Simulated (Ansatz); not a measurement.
Geometry optimisation, Ansatz 0.2.0, RKS PBE0/def2-mTZVP.

input.yaml

```yaml
crystal:
  periodic: [false, false, false]
  atoms:
    - { symbol: B, position_ang: [0.19753, -0.648726, -0.205655] }
    - { symbol: H, position_ang: [-0.644582, 0.753993, 1.554712] }
    - { symbol: Cl, position_ang: [1.662418, 0.32218, -0.288313] }
    - { symbol: Cl, position_ang: [-1.157746, -0.2645, -1.269456] }
    - { symbol: "N", position_ang: [0.095586, -1.799947, 0.701863] }
    - { symbol: H, position_ang: [-0.80443, -2.262866, 0.646277] }
    - { symbol: Si, position_ang: [1.243678, -2.457757, 1.852564] }
    - { symbol: H, position_ang: [1.20507, -3.943384, 1.796086] }
    - { symbol: H, position_ang: [2.601503, -1.949874, 1.553684] }
    - { symbol: H, position_ang: [0.849339, -2.04223, 3.229072] }
    - { symbol: H, position_ang: [-0.622866, 0.078112, 1.766165] }
basis:
  gaussian: { orbitals: def2-mTZVP }
hamiltonian:
  xc: pbe0
relax:
  f_tol: 0.03
  max_steps: 50
output:
  orbitals: {}
```

Run as:

```bash
$ ansatz run input.yaml --threads 4 --pin off --max-ram 5120MiB --backend cpu --events-out ev --progress --plain --runs-dir out
```

Task: Where does it end, and by what steps?

Result: The run converged. The force dipped under the threshold on the way, but the program's further checks kept it going. After 24 steps the energy has fallen by 0.408 eV; H11 moved furthest, 1.62 Å.

```
step  energy less start (eV)  largest force component (eV/Å)  accepted
   0                  0.0000                           2.037       yes
   1                 -0.2294                           0.910       yes
   2                 -0.3090                           0.348       yes
   3                 -0.3479                           0.324       yes
   4                 -0.3594                           0.140       yes
   5                 -0.3647                           0.138       yes
   6                 -0.3667                           0.140       yes
   7                 -0.3683                           0.161       yes
   8                 -0.3716                           0.117       yes
   9                 -0.3718                           0.239       yes
  10                 -0.3766                           0.286       yes
  11                 -0.3914                           0.256       yes
  12                 -0.3947                           0.214       yes
  13                 -0.3949                           0.197       yes
  14                 -0.4022                           0.108       yes
  15                 -0.4001                           0.146        no
  16                 -0.4048                           0.039       yes
  17                 -0.4060                           0.009       yes
  18                 -0.3685                           1.120        no
  19                 -0.4061                           0.062       yes
  20                 -0.3951                           0.273        no
  21                 -0.4066                           0.020       yes
  22                 -0.4068                           0.101       yes
  23                 -0.4072                           0.048       yes
  24                 -0.4077                           0.013       yes
```

```xyz
11
Properties=species:S:1:pos:R:3
B 0.270 -0.934 -0.408
H -0.832 1.334 2.301
Cl 1.447 0.343 -0.053
Cl -0.876 -0.693 -1.733
N 0.263 -2.100 0.352
H -0.431 -2.792 0.098
Si 1.315 -2.512 1.707
H 0.887 -3.866 2.140
H 2.735 -2.540 1.283
H 1.146 -1.548 2.821
H -1.299 1.093 2.828
```

Whether the end is a true minimum wasn't checked by a vibrational analysis.

The run took 53 s on 4 threads of Arm Neoverse V1, with other jobs on the host, peak memory 0.3 GiB.
